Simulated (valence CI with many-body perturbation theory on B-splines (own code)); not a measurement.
How close is CI+MBPT for Nb II?

Method: valence CI with perturbative core correlation (CI+MBPT): four valence electrons over a frozen Dirac-Fock core [Kr], a basis of 9 s, 9 p, 10 d, 8 f, 5 g, 3 h, 1 i functions for each j, with the one-electron correlation potential Σ1 (screened to all orders), the two-electron term Σ2, the three-electron term Σ3, Breit, model QED; selected single and double excitations, second order for the rest, scaled by the run's own slope (own B-spline code, finite nucleus).

Set against measurement, 15 paired levels are off by 220 cm⁻¹ on average, the worst by 533. These come from a selection out of the NIST Handbook of Basic Atomic Spectroscopic Data. Levels without a partner in it may be off by more, other configurations by 1,000 to 4,000 cm⁻¹. Among the levels kept, up to 550 cm⁻¹ of a level comes from second order outside the variational space, and about a tenth of that is noise between levels of different J, which matters for small intervals. Only levels of the ground parity were solved; by the run's estimate the other parity begins above the list, which can be wrong where configurations are misplaced.

Measured levels: NIST Handbook of Basic Atomic Spectroscopic Data (Sansonetti and Martin, J. Phys. Chem. Ref. Data 34, 1559 (2005)). Pairs share parity and J, and are chosen by configuration, term and nearness in energy; levels without a clear partner are left out. Energies in cm⁻¹ above the measured ground level. The last column is blank where CI alone has no clear partner.

Names give the largest LS component (configuration and term), which can be under half, so a name can repeat, a term be missing and a line seem to break the LS rules; names also repeat where a configuration has a term twice. Letters in brackets count levels of one name in rising energy.

```csv
Computed label,Label in the source,Measured,Computed,Difference,"CI alone, difference"
4d4 5D_0,4d4 5D,0,0.0,0,
4d4 5D_1,4d4 5D,159.0,155.5,-4,
4d4 5D_2,4d4 5D,438.4,431.8,-7,-600
4d4 5D_3,4d4 5D,801.3,792.4,-9,-577
4d4 5D_4,4d4 5D,1224.8,1217.2,-8,-685
4d3 5s 5F_1,4d3(4F) 5s 5F,2356.8,2516.1,+159,-8404
4d3 5s 5F_2,4d3(4F) 5s 5F,2629.1,2789.2,+160,-8455
4d3 5s 5F_3,4d3(4F) 5s 5F,3029.6,3187.3,+158,-8536
4d3 5s 5F_4,4d3(4F) 5s 5F,3542.6,3698.4,+156,-8634
4d3 5s 5F_5,4d3(4F) 5s 5F,4146.0,4300.7,+155,-8741
4d4 3P_0,4d4 3P,5562.2,5867.4,+305,
4d4 3P_1,4d4 3P,6192.3,6496.0,+304,
4d4 3P_2,4d4 3P,7261.3,7543.8,+283,
4d3 5s 3P_1,4d3(2P) 5s 3P,14626.2,15159.2,+533,
4d3 5s 3P_2 [a],4d3(2P) 5s 3P,14660.8,15188.5,+528,
4d3 5s 3P_0 [a],4d3(2P) 5s 3P,14678.3,15205.8,+527,-9005
```

Over 15 excited levels the mean absolute difference is 220 cm⁻¹, the median 159 and the largest 533. For the 9 levels that pair on every rung the mean is CI alone 5960, + Σ1 3271, + Σ2 174, + Σ3 89, + Breit 111, + QED 149. The comparison draws on a selection of the measured levels: 16 of the 61 computed ones have a partner in it, and others may be off by more.
